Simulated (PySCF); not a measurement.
# Dipole moment and polarisability of `CN[Si@@](C)(N)[SiH3]`

Compound: C₂H₁₂N₂Si₂.
Geometry (GFN2-xTB, Å), atoms numbered from 1 in this order:
```xyz
18
C2H12N2Si2 angstrom
C      2.1122   -0.9197   -0.3151
N      1.0543   -0.7810    0.6536
Si    -0.4503    0.0050    0.3210
C     -1.6065   -0.9167   -0.8952
N     -1.2486   -0.1538    1.8558
Si     0.0319    2.1409   -0.4371
H      1.9722   -1.7822   -0.9788
H      2.1484   -0.0218   -0.9304
H      3.0749   -1.0306    0.1895
H      1.0259   -1.5651    1.2888
H     -2.5034   -0.3434   -1.1114
H     -1.1070   -1.1020   -1.8422
H     -1.9200   -1.8770   -0.4953
H     -2.2250    0.0866    1.8960
H     -0.7814    0.2185    2.6667
H     -1.0855    3.0714   -0.2171
H      0.3132    2.2077   -1.8780
H      1.1860    2.7696    0.2173
```

Level: CAM-B3LYP/def2-SVPD (PySCF), static field, nuclei fixed, core orbitals frozen in the response. The polarisability tensor in these axes (au):

```
x    97.35   1.84  -1.88
y     1.84 102.47  -3.01
z    -1.88  -3.01  91.29
```

Give the principal values, the mean and the anisotropy Δα = √{½[(α1 − α2)² + (α2 − α3)² + (α1 − α3)²]}.

Principal values 90.25, 96.86 and 104.00 au; mean 97.04 au = 14.38 Å³ = 16.00 × 10⁻⁴⁰ C²·m²/J; Δα = 11.91 au (12 % of the mean).

What is the dipole moment, and where does it point?

(-0.26, -0.78, 0.44) D, 0.94 D in size, pointing from the negative to the positive side. Measured along this direction, the outermost atoms are H17 at the negative end and H13 at the positive end.

What depolarisation ratio follows for Rayleigh scattering of linearly polarised light, taking the static tensor?

ρ = 3Δα²/(45ᾱ² + 4Δα²) = 425.8/(423741 + 567.7) = 0.001.

Find the Langevin capture rate constant for H3+ (3.023 u) meeting this molecule (120.054 u), k = 2.342 × 10⁻⁹ cm³/s × √(α in Å³ / reduced mass in u).

The reduced mass is 2.95 u, so k = 5.17 × 10⁻⁹ cm³/s. The formula leaves out the permanent dipole, which adds to the capture rate.

Directions of the eigenvectors, and the extent of the frame along each?

Largest value along (0.33, 0.91, -0.26), where the nuclei span 5.04 Å; middle along (0.92, -0.36, -0.12), 5.50 Å; least along (0.20, 0.21, 0.96), 4.66 Å. The strongest response doesn't lie along the longest of the three spans.

What are the principal values of the traceless quadrupole moment, Θ = ½Σq(3rr − r²1), about the centre of nuclear charge?

-6.67, 0.17, 6.50 D·Å. The values depend on the origin, since the dipole doesn't vanish. The electronic extent ⟨r²⟩ about the same centre is 1089 bohr², a root-mean-square distance of 2.15 Å for the 66 electrons.

Form Σ f/ω² (atomic units) for the 8 lowest TDDFT singlets, given as eV and f, and set it beside the mean polarisability, which is this sum over all singlets: 5.84, 0.0020; 6.15, 0.0199; 6.42, 0.0344; 6.49, 0.0445; 6.87, 0.0271; 7.09, 0.0234; 7.18, 0.0199; 7.39, 0.0706.

They add up to 3.85 au, 4.0 % of the 97.04 au; the largest single term is 0.96 au, from the state at 7.39 eV. Terms in order: 0.04, 0.39, 0.62, 0.78, 0.42, 0.34, 0.29, 0.96 au. Higher excitations give the rest. The strengths listed sum to 0.242.

Isolated species at its GFN2-xTB geometry (one conformer only).
